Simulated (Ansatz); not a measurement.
The inner images of a band of ClGaH$_{5}$NO$_{2}$ (10 atoms, charge 0, multiplicity 1) are given out of order.

Theory: RKS B3LYP/def2-SVP in Ansatz 0.2.0.

Image 0:

```xyz
10
Properties=species:S:1:pos:R:3
Ga -0.098 0.386 0.081
N 0.012 0.142 2.146
H -0.714 -0.505 2.462
H 0.931 -0.255 2.357
O 1.574 -0.258 -0.164
H 1.844 -0.344 -1.086
O -1.522 -0.663 -0.303
H -2.208 -0.207 -0.806
Cl -0.426 2.552 -0.146
H -0.092 1.028 2.645
```

Image 6:

```xyz
10
Properties=species:S:1:pos:R:3
Ga -0.129 0.382 0.084
N -0.007 0.140 2.147
H -0.831 -0.393 2.438
H 0.836 -0.386 2.390
O 1.393 -0.447 -0.437
H 1.948 0.096 -1.010
O -1.702 -0.506 -0.005
H -2.057 -0.615 -0.895
Cl -0.153 2.570 -0.165
H 0.005 1.035 2.641
```

**Question.** Put them in order from the first end to the last, with their energies above the first end.
A.
```xyz
10
Properties=species:S:1:pos:R:3
Ga -0.113 0.500 0.006
N -0.090 0.114 2.073
H -0.811 -0.487 2.475
H 0.824 -0.331 2.205
O 1.526 -0.261 -0.148
H 1.880 -0.297 -1.044
O -1.524 -0.291 -0.797
H -2.122 -0.779 -0.220
Cl -0.176 2.697 0.068
H -0.093 1.009 2.570
```
B.
```xyz
10
Properties=species:S:1:pos:R:3
Ga -0.172 0.512 0.066
N -0.037 0.163 2.126
H -0.807 -0.411 2.475
H 0.849 -0.323 2.289
O 1.358 -0.397 -0.286
H 1.784 -0.166 -1.121
O -1.791 -0.172 -0.356
H -1.748 -1.085 -0.666
Cl -0.106 2.704 0.024
H -0.028 1.049 2.635
```
C.
```xyz
10
Properties=species:S:1:pos:R:3
Ga -0.138 0.525 0.026
N -0.078 0.127 2.089
H -0.817 -0.466 2.470
H 0.827 -0.329 2.231
O 1.448 -0.335 -0.185
H 1.843 -0.260 -1.062
O -1.691 -0.108 -0.639
H -1.903 -1.015 -0.391
Cl -0.108 2.717 0.057
H -0.082 1.018 2.591
```
D.
```xyz
10
Properties=species:S:1:pos:R:3
Ga -0.158 0.460 0.093
N -0.025 0.163 2.150
H -0.834 -0.384 2.456
H 0.829 -0.365 2.346
O 1.330 -0.449 -0.398
H 1.847 -0.021 -1.091
O -1.772 -0.334 -0.103
H -1.834 -0.890 -0.888
Cl -0.084 2.653 -0.044
H 0.002 1.043 2.669
```
E.
```xyz
10
Properties=species:S:1:pos:R:3
Ga -0.090 0.431 0.022
N -0.054 0.141 2.097
H -0.788 -0.467 2.465
H 0.854 -0.303 2.259
O 1.583 -0.234 -0.140
H 1.899 -0.337 -1.046
O -1.395 -0.624 -0.637
H -2.298 -0.392 -0.398
Cl -0.327 2.622 -0.025
H -0.081 1.037 2.589
```

**Answer.** E (+7.4 kJ/mol), A (+18.6 kJ/mol), C (+11.8 kJ/mol), B (+4.8 kJ/mol), D (+1.7 kJ/mol).

Run time: 2.8 min on 4 threads of Arm Neoverse V2 (shared host), peak memory 0.31 GiB.
